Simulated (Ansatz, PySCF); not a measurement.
Species: InI2 (charge -1, singlet). 
Geometry from a B3LYP-D3(BJ)/def2-TZVP (Ansatz, a program for electronic structure) optimisation:
```xyz
3

In     1.2723     0.0962    -0.0129
I     -0.7421     1.7932    -1.4664
I     -0.4342    -1.8822     1.4784
```
Charge -1, spin multiplicity 1.

Total electronic energies in hartree. Cores are frozen in the correlated levels unless marked. No spin-orbit coupling. The frozen core is the preceding noble-gas configuration, with the filled d and f shells of earlier blocks. Past Kr the def2 sets carry scalar-relativistic core potentials. CBS marks a two-point X^-3 extrapolation of the correlation energy; Hartree-Fock from the larger set. [CCSD(T)-MP2]/basis is that difference in the basis named.

```json
[
 {"level": "HF/def2-SVPD", "program": "Ansatz", "energy (Eh)": "-782.72999"},
 {"level": "HF/def2-TZVPD", "program": "PySCF", "energy (Eh)": "-782.74676"},
 {"level": "HF/def2-TZVPP", "program": "Ansatz", "energy (Eh)": "-782.74526"},
 {"level": "HF/def2-QZVPPD", "program": "Ansatz", "energy (Eh)": "-782.74896"},
 {"level": "BLYP-D3(BJ)/def2-TZVPD", "program": "Ansatz + dftd3", "energy (Eh)": "-785.63670"},
 {"level": "revPBE-D3(BJ)/def2-TZVPD", "program": "Ansatz + dftd3", "energy (Eh)": "-785.91424"},
 {"level": "r2SCAN-D4/def2-TZVPD", "program": "Ansatz + dftd4", "energy (Eh)": "___"},
 {"level": "B97M-V/def2-TZVPD", "program": "Ansatz", "energy (Eh)": "-785.74094"},
 {"level": "PBE0/def2-QZVPP", "program": "Ansatz", "energy (Eh)": "-785.80346"},
 {"level": "M06-2X/def2-TZVPD", "program": "PySCF", "energy (Eh)": "-785.55547"},
 {"level": "MP2/def2-SVPD", "program": "Ansatz", "energy (Eh)": "-782.98599"},
 {"level": "SCS-MP2/def2-SVP", "program": "Ansatz", "energy (Eh)": "-782.95113"},
 {"level": "SCS-MP2/def2-QZVPP", "program": "Ansatz", "energy (Eh)": "-783.12728"},
 {"level": "CCSD/def2-TZVPP", "program": "Ansatz", "energy (Eh)": "-783.11052"},
 {"level": "RI-MP2/CBS(def2-TZVPPD,def2-QZVPPD)+[CCSD(T)-MP2]/def2-TZVPPD", "program": "Ansatz", "energy (Eh)": "-783.2096"}
]
```

Question: Complete the blanks.

Answer: 
- r2SCAN-D4/def2-TZVPD, energy (Eh): -786.07897
